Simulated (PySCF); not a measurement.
# Energy of Pd²⁺ (palladium, charge +2) between two integer charges

The 4d beta orbital of [Kr] 4d8 is emptied in steps (occupation f), with all orbitals relaxed, ending at [Kr] 4d7. All numbers are calculated (PySCF 2.14, the spin-free X2C one-electron Hamiltonian (Gaussian nucleus), in x2c-TZVPall (8s6p6d1f, 63 functions)). The exact energy is a straight line in f; departures are measured from the line between the end points of the same method.

Task: Among UHF, LDA, PBE, which shows the largest delocalisation error (convex curve), and which is closest to linear?

Result: Most convex: LDA (-1.742 eV at f = 0.5); closest to linear: UHF (0.413 eV).

| f | UHF (eV) | LDA (eV) | PBE (eV) |
| --- | --- | --- | --- |
| 1 | 0.000 | 0.000 | 0.000 |
| 0.75 | 0.320 | -1.298 | -1.263 |
| 0.5 | 0.413 | -1.742 | -1.692 |
| 0.25 | 0.301 | -1.314 | -1.274 |
| 0 | 0.000 | 0.000 | 0.000 |

```csv
method,E(f=0) − E(f=1) (eV),−ε at f=1 (eV),−ε at f=0.5 (eV)
UHF,31.531,33.295,31.480
LDA,33.794,26.918,33.752
PBE,33.458,26.758,33.429
```

Reference removal energy between the ground levels: 32.93 eV (semi-empirical (NIST evaluation); NIST Atomic Spectra Database, ionization energies). The calculation has no spin-orbit coupling. The determinant left behind need not be the lowest term of the ion. UHF lacks correlation.
